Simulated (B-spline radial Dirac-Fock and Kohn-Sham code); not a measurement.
Model: Dirac-Fock (average of configuration) total-energy differences with a finite nucleus, the Breit interaction including its frequency dependence, and self-energy and vacuum-polarisation corrections. Program: a radial B-spline solver. Free neutral atoms.

Question: Order these X-ray lines by photon energy, lowest first.
A. Au Kα2
B. Hg Kβ2'
C. Ce Kα1
D. Au Kβ1
E. W Kα1
F. Sm Kα1

Answer: C (34717.0 eV), F (40116.3 eV), E (59314.9 eV), A (66985.7 eV), D (77969.9 eV), B (82515.9 eV).

Values without a named source are computed, but for edge energies of neutral atoms, which are taken from tables.
